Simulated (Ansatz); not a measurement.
A nudged elastic band was laid between two geometries of CH$_{5}$FSeSi (9 atoms, charge 0, multiplicity 1).

Method: Ansatz 0.2.0, RKS BHLYP/def2-mTZVP.

```
movable images  : 5
climbing image  : yes
spring          : 5.0 eV/Å²
optimiser       : quadratic models (default)
start path      : IDPP
force threshold : 0.03 eV/Å
iteration limit : 60
end points      : relaxed
```

Image 0:

```xyz
9
Properties=species:S:1:pos:R:3
F -0.522 0.266 -1.827
C -0.111 0.680 -0.571
Si 0.817 -0.735 0.291
Se -1.602 1.384 0.464
H 0.531 1.542 -0.711
H 1.441 -0.204 1.511
H 1.850 -1.259 -0.616
H -0.143 -1.797 0.628
H -2.172 0.077 0.812
```

Image 6:

```xyz
9
Properties=species:S:1:pos:R:3
F 0.605 1.136 -1.429
C -0.105 0.845 -0.276
Si 0.723 -0.604 0.630
Se -1.990 0.546 -0.665
H -0.109 1.740 0.334
H 2.162 -0.328 0.771
H 0.519 -1.832 -0.153
H 0.104 -0.736 1.957
H -1.820 -0.814 -1.187
```

**Question.** Which bonds break or form, and what moves?

**Answer.** No bond is made or broken. The dihedral Se4–C2–Si3–H7 goes from 176 to 55°. The two ends are copies of one structure, up to a mirror image or an exchange of like atoms.

**Question.** Give the energies along the band, and the barrier.

**Answer.** The run converged. The highest image is number 3 of 0 to 6, 9.8 kJ/mol above the ends, which have the same energy within 2 meV. A vibrational analysis at the climbing image gives one clearly imaginary mode, 146i cm⁻¹: a first-order saddle point.

```tsv
image	path coordinate (Å)	energy (kJ/mol)	dihedral Se4–C2–Si3–H7 (°)
0	0.00	0.0	176
1	0.67	2.4	157
2	1.33	7.4	137
3	2.00	9.8	116
4	2.70	7.3	94
5	3.40	2.4	74
6	4.09	0.0	55
```

**Question.** What is the geometry of the highest image?

**Answer.** 
```xyz
9
Properties=species:S:1:pos:R:3
F 0.217 0.784 -1.748
C -0.075 0.801 -0.393
Si 0.805 -0.671 0.456
Se -1.994 0.925 -0.092
H 0.297 1.742 -0.008
H 1.905 -0.152 1.286
H 1.337 -1.547 -0.597
H -0.130 -1.420 1.307
H -2.274 -0.509 -0.228
```

**Question.** What are the harmonic wavenumbers there?

**Answer.** 146i, 184, 242, 298, 335, 497, 664, 697, 806, 881, 974, 986, 998, 1062, 1243, 1391, 2308, 2325, 2328, 2443, 3173 cm⁻¹.

The band took 7 iterations and of the order of 3 core-minutes.

Time of the run: 95 s on 2 threads of Intel(R) Xeon(R) Platinum 8488C (Sapphire Rapids), with other jobs on the host, peak memory 0.28 GiB.
